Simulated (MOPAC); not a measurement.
Input file for MOPAC: PM6 on CH3N (SMILES C=N), a point of a bond scan (R = 3.411 Å).

```
PM6 1SCF PRECISE CHARGE=0 THREADS=1
CH3N

C     -0.55740008 1     0.17855308 1     0.01045098 1
N      2.57575636 1    -1.16732429 1    -0.05019410 1
H     -1.41804796 1    -0.49076045 1     0.02134142 1
H     -0.77858901 1     1.25082695 1     0.02015765 1
H      3.29256792 1    -0.43934914 1    -0.05831780 1
```

The log:

```
*******************************************************************************
 **                                                                           **
 **                              MOPAC v23.2.5                                **
 **                                                                           **
 *******************************************************************************
 ** MOPAC's Digital Object Identifier: https://doi.org/10.5281/zenodo.6511958 **
 **                                                                           **
 ** Please cite the open-source release paper for use of this MOPAC version:  **
 ** J. E. Moussa and J. J. P. Stewart (2026)                                  **
 ** MOPAC: An open-source semiempirical molecular orbital program             **
 ** J. Open Source Softw., 11(119), 8025, https://doi.org/10.21105/joss.08025 **
 *******************************************************************************

                              PM6 CALCULATION RESULTS

 *******************************************************************************
 *  PM6        - The PM6 Hamiltonian to be used
 *
 *
 *
 *                 CHARGE ON SYSTEM = 0
 *
 *
 *
 *  PRECISE    - TIGHTER CRITERIA TO BE USED
 *  1SCF       - DO 1 SCF AND THEN STOP
 *  THREADS=1  - MULTI-THREADING NOT USED
 *  T=         - A TIME OF 172800.0 SECONDS REQUESTED
 *  DUMP=N     - RESTART FILE WRITTEN EVERY 7200.0 SECONDS REQUESTED
 *******************************************************************************
PM6 1SCF PRECISE CHARGE=0 THREADS=1
 CH3N

   ATOM   CHEMICAL          X               Y               Z
  NUMBER   SYMBOL      (ANGSTROMS)     (ANGSTROMS)     (ANGSTROMS)

     1       C         -0.55740008  *   0.17855308  *   0.01045098  *
     2       N          2.57575636  *  -1.16732429  *  -0.05019410  *
     3       H         -1.41804796  *  -0.49076045  *   0.02134142  *
     4       H         -0.77858901  *   1.25082695  *   0.02015765  *
     5       H          3.29256792  *  -0.43934914  *  -0.05831780  *



          CARTESIAN COORDINATES

    NO.       ATOM           X           Y           Z

     1         C         -0.5574      0.1786      0.0105
     2         N          2.5758     -1.1673     -0.0502
     3         H         -1.4180     -0.4908      0.0213
     4         H         -0.7786      1.2508      0.0202
     5         H          3.2926     -0.4393     -0.0583

 General Reference for PM6:
 "Optimization of Parameters for Semiempirical Methods V: Modification of NDDO Approximations
 and Application to 70 Elements", J. J. P. Stewart, J. Mol. Mod., 13, 1173-1213 (2007)
 URL: https://link.springer.com/article/10.1007/s00894-007-0233-4

           Empirical Formula: C H3 N  =     5 atoms



      MOLECULAR POINT GROUP   :   Cs


      RHF CALCULATION, NO. OF DOUBLY OCCUPIED LEVELS = 6


 -------------------------------------------------------------------------------
 PM6 1SCF PRECISE CHARGE=0 THREADS=1
 CH3N



     1SCF WAS SPECIFIED, SO BFGS WAS NOT USED
     SCF FIELD WAS ACHIEVED


                              PM6 CALCULATION
                                                       MOPAC v23.2.5 Linux




          FINAL HEAT OF FORMATION =        258.19554 KCAL/MOL =    1080.29015 KJ/MOL


          COSMO AREA              =         88.31 SQUARE ANGSTROMS
          COSMO VOLUME            =         64.70 CUBIC ANGSTROMS

          IONIZATION POTENTIAL    =          9.297707 EV
          HOMO LUMO ENERGIES (EV) =         -9.298 -2.325
          NO. OF FILLED LEVELS    =          6
          MOLECULAR WEIGHT        =         29.0414         POINT GROUP:  Cs

          MOLECULAR DIMENSIONS (Angstroms)

            Atom       Atom       Distance
            H     5    H     3     4.71157
            H     4    N     2     2.45465
            C     1    H     3     0.00000


          SCF CALCULATIONS        =          1





   ATOM   CHEMICAL          X               Y               Z
  NUMBER   SYMBOL      (ANGSTROMS)     (ANGSTROMS)     (ANGSTROMS)

     1       C         -0.55740008  *   0.17855308  *   0.01045098  *
     2       N          2.57575636  *  -1.16732429  *  -0.05019410  *
     3       H         -1.41804796  *  -0.49076045  *   0.02134142  *
     4       H         -0.77858901  *   1.25082695  *   0.02015765  *
     5       H          3.29256792  *  -0.43934914  *  -0.05831780  *

                             CARTESIAN COORDINATES

   1    C       -0.557400080     0.178553080     0.010450980
   2    N        2.575756360    -1.167324290    -0.050194100
   3    H       -1.418047960    -0.490760450     0.021341420
   4    H       -0.778589010     1.250826950     0.020157650
   5    H        3.292567920    -0.439349140    -0.058317800


           Empirical Formula: C H3 N  =     5 atoms



      MOLECULAR POINT GROUP   :   Cs


                  EIGENVALUES
 -25.05412 -21.82739 -13.85270 -12.98916  -9.94987  -9.29771  -2.32460  -0.17702
   5.34375   5.93278   6.03595


              NET ATOMIC CHARGES AND DIPOLE CONTRIBUTIONS

  ATOM NO.   TYPE          CHARGE      No. of ELECS.   s-Pop       p-Pop
    1          C          -0.061895        4.0619     1.52570     2.53620
    2          N          -0.179829        5.1798     1.88906     3.29077
    3          H           0.036554        0.9634     0.96345
    4          H           0.028886        0.9711     0.97111
    5          H           0.176284        0.8237     0.82372
 DIPOLE           X         Y         Z       TOTAL
 POINT-CHG.     0.372     0.671    -0.003     0.767
 HYBRID        -1.088     1.313     0.026     1.706
 SUM           -0.717     1.984     0.023     2.109


          ATOMIC ORBITAL ELECTRON POPULATIONS

     Atom    s        px        py        pz
    1  C   1.52570   1.46795   1.06774   0.00050
    2  N   1.88906   0.61815   0.67288   1.99974
    3  H   0.96345
    4  H   0.97111
    5  H   0.82372

 **********************
 *                    *
 * JOB ENDED NORMALLY *
 *                    *
 **********************




 == MOPAC DONE ==
```

The run finished.

Cost: about 0.020 core-seconds (a rough figure).
